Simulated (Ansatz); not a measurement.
Cost and result up the ladder for the cluster Ge₃Se₄ (7 atoms). Charge 0, multiplicity 1. Geometry: PBE-D4/def2-SVP.

```xyz
7

Ge    1.347   -1.083   -1.206
Ge   -0.466    1.350    0.618
Ge   -1.240   -1.557    2.083
Se    1.006   -0.670    1.359
Se   -2.553   -0.034    0.839
Se    2.135    1.188   -1.798
Se   -0.229    0.806   -1.896
```

Ansatz on 4 threads of Intel Xeon Platinum 8175M on a shared host. Times are rough, and most runs start from the orbitals of an earlier one. PBE0-D4/def2-TZVP serves as the yardstick here, not as an exact answer. Differences are given only for rows in sets of like size (and for xTB, whose basis is part of the method), since another set adds its own error. Binding counts from free atoms at the same level (Ge triplet, Se triplet; other spins of the atoms weren't run), without zero-point energy or a counterpoise term.

LC-ωPBE has ω = 0.4 bohr⁻¹. Correlated methods freeze 63 core orbitals; core or outer-core shells of Ge, Se are correlated, in sets that lack core-valence functions. The rows differ in basis, and correlated rows in double-zeta sets carry the largest basis error. Another isomer (singlet) lies 0.55 eV lower at PBE0-D4/def2-TZVP; other spin states weren't run for this one.

Correlated methods converge slowly with the basis, most of all in double-zeta sets.

```
                         level  functions  wall time  binding energy per atom (eV)  difference from PBE0-D4/def2-TZVP (eV)
               PBE-D4/def2-SVP        224      6.5 s                          3.21                                       –
PBE-D4/def2-TZVP (with forces)        336       16 s                          3.21                                    0.18
              PBE0-D4/def2-SVP        224       17 s                          3.02                                       –
              RPA@PBE/def2-SVP        224       18 s                          2.33                                       –
             LC-ωPBE/def2-TZVP        336       22 s                          2.69                                   -0.34
                  MP2/def2-SVP        224       24 s                          2.69                                       –
           r2SCAN-D4/def2-TZVP        336       25 s                          3.06                                    0.02
             PBE0-D4/def2-TZVP        336       51 s                          3.04                                    0.00
```
